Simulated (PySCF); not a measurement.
**Radial density of Ru⁺ (ruthenium, charge +1)**

LC-wPBE, [Kr] 4d6 5p1, one real determinant (an excited configuration). Computed with PySCF 2.14 in x2c-QZVPPall (13s8p7d4f2g, 118 functions), with scalar relativity by spin-free X2C-1e.

```json
{"r (bohr)": "0.0330", "4πr²ρ (e/bohr)": "51.87", "4πr²(ρα − ρβ)": "0.0008"}
{"r (bohr)": "0.0555", "4πr²ρ (e/bohr)": "49.26", "4πr²(ρα − ρβ)": "0.0116"}
{"r (bohr)": "0.0934", "4πr²ρ (e/bohr)": "68.62", "4πr²(ρα − ρβ)": "0.0920"}
{"r (bohr)": "0.157", "4πr²ρ (e/bohr)": "53.23", "4πr²(ρα − ρβ)": "0.4232"}
{"r (bohr)": "0.264", "4πr²ρ (e/bohr)": "50.50", "4πr²(ρα − ρβ)": "0.6913"}
{"r (bohr)": "0.444", "4πr²ρ (e/bohr)": "38.56", "4πr²(ρα − ρβ)": "0.0296"}
{"r (bohr)": "0.747", "4πr²ρ (e/bohr)": "13.33", "4πr²(ρα − ρβ)": "1.2813"}
{"r (bohr)": "1.26", "4πr²ρ (e/bohr)": "11.17", "4πr²(ρα − ρβ)": "2.9856"}
{"r (bohr)": "2.11", "4πr²ρ (e/bohr)": "2.445", "4πr²(ρα − ρβ)": "1.3473"}
{"r (bohr)": "3.56", "4πr²ρ (e/bohr)": "0.4482", "4πr²(ρα − ρβ)": "0.3896"}
{"r (bohr)": "5.98", "4πr²ρ (e/bohr)": "0.06602", "4πr²(ρα − ρβ)": "0.0654"}
{"r (bohr)": "10.1", "4πr²ρ (e/bohr)": "9.023e-05", "4πr²(ρα − ρβ)": "0.0001"}
```

Densities and radii are taken from the X2C orbitals without a picture-change correction, which distorts them close to the nucleus.

⟨L²⟩ = 8.05 against 12 for a pure F term, so this real determinant mixes terms.
